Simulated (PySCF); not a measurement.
**Dy(OH)3 relaxed at several levels**

Computed with PySCF 2.14.0, def2-SVP on the ligands, density fitting, scalar-relativistic core potentials, no spin-orbit coupling, vacuum. Each row is relaxed at its own level from the same template. Distances are means of the shortest metal–ligand contacts, charges and spins Mulliken's; removal energies are rigid, with the ligand's formal charge and no counterpoise, so too large; for an anion taken off a cation in vacuum most of it is the attraction of opposite charges, and multiply charged cations can part far more cheaply with an electron moved from ligand to metal. lcecp potentials hold a fixed number of 4f electrons in the core, out of states, spins and gaps.

```tsv
level	basis on the metal	point group	M–OH (Å)	charge on M (e)	dipole (D)	removal of one OH (eV)	strongest infrared band, degenerate modes summed (cm⁻¹)	unstable modes (below −25 cm⁻¹)
B3LYP	lcecp-1-SVP with ECP55	D3h	2.058	1.01	0.01	11.33	384	0
PBE0	lcecp-1-SVP with ECP55	D3h	2.047	1.07	0.01	11.26	375	0
```

Question: What does the calculation give for PBE, lcecp-1-SVP with ECP55?

Answer: point group: C3v, M–OH (Å): 2.055, charge on M (e): 0.85, dipole (D): 0.28, removal of one OH (eV): 11.37, strongest infrared band, degenerate modes summed (cm⁻¹): 348, unstable modes (below −25 cm⁻¹): 0.
```xyz
7

Dy    0.0000    0.0000    0.0316
O     2.0530    0.0000    0.1241
H     3.0159    0.0000    0.2039
O    -1.0265    1.7780    0.1241
H    -1.5080    2.6118    0.2039
O    -1.0265   -1.7780    0.1241
H    -1.5079   -2.6118    0.2039
```

One start shape was tried for each, so a minimum needn't be the lowest isomer.
